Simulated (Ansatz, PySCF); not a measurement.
This PySCF input computes a SVWN5/def2-TZVPD energy:

```python
from pyscf import gto, scf, dft

mol = gto.M(
    atom='''
    B    -0.01382409   -0.01732877   -0.00217690
    F    -0.38360792    1.25570353    0.13149235
    F    -0.95870390   -0.93381623   -0.12135966
    O     1.28086830   -0.39323323   -0.01918118
    H     1.90298047    0.33552400    0.07313976
    ''',
    basis='def2-tzvpd',
    charge=0,
    spin=0,
    verbose=4,
)

mf = dft.RKS(mol, xc='svwn').density_fit(auxbasis='def2-universal-jkfit')
mf.grids.level = 3
mf.conv_tol = 1e-9
mf.max_cycle = 100
mf.max_memory = 1500
mf.kernel()
if not mf.converged:
    mf = mf.newton()
    mf.kernel(mf.make_rdm1())
mf.analyze()
```

Question: Write an input for the same energy in Ansatz (a first-principles code) and say what it gives.

Answer: 
Ansatz 0.2 input:
```yaml
crystal:
  periodic: [false, false, false]
  atoms:
    - {symbol: B, position_ang: [-0.01382409, -0.01732877, -0.00217690]}
    - {symbol: F, position_ang: [-0.38360792, 1.25570353, 0.13149235]}
    - {symbol: F, position_ang: [-0.95870390, -0.93381623, -0.12135966]}
    - {symbol: O, position_ang: [1.28086830, -0.39323323, -0.01918118]}
    - {symbol: H, position_ang: [1.90298047, 0.33552400, 0.07313976]}
basis:
  gaussian:
    orbitals: def2-TZVPD
hamiltonian:
  xc: {name: SVWN5}
output: {forces: true}
```
It gives -298.61055 Eh, and PySCF -298.61061 Eh, a difference of 0.06 mEh, from the treatment of integrals and grids.
